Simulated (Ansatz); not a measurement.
`BSC(=C)Cl` + `[SH][GeH3]` → `B[S][GeH3]` + `C=C(S)Cl`  (ligand exchange at a B–S bond)

Gas-phase electronic energies from Ansatz, PBE0-D4/def2-TZVP geometries. CCSD(T)/CBS is the MP2 limit (def2-TZVPP, def2-QZVPP) plus CCSD(T) − MP2 in def2-TZVPP, frozen cores. Functionals use def2-TZVPP. B3LYP here is the variant with VWN-RPA as its local correlation; programs differ in this. For Ge outer-core shells are correlated without core-valence functions, which leaves a few kJ/mol of doubt a bond. Scalar relativity is left out up to krypton. Each species was taken in one conformer, which may not be the lowest.

```csv
species,B3LYP-D4 energy (Eh)
`BSC(=C)Cl`,-961.95982
`[SH][GeH3]`,-2477.70110
`B[S][GeH3]`,-2503.17821
`C=C(S)Cl`,-936.48113
```

(1) Work out ΔE.

Largest T1 diagnostic among the species: 0.014.

Results:

(1) ΔE = (-2503.17821) + (-936.48113) − (-961.95982) − (-2477.70110) = 0.00158 Eh = +0.04 eV. CCSD(T)/CBS gives +0.03 eV.

Leaving LDA and LC-ωPBE aside and taking each functional with its dispersion term where it has one, the values, not all of them listed here, spread over 0.03 eV, from ωB97X-V to PBE-D4. LDA lies +0.04 eV from PBE without D4. In def2-TZVPP, CCSD(T) changes the Hartree–Fock value by +0.04 eV (the triples alone add +0.01 eV) and MP2 by +0.04 eV.
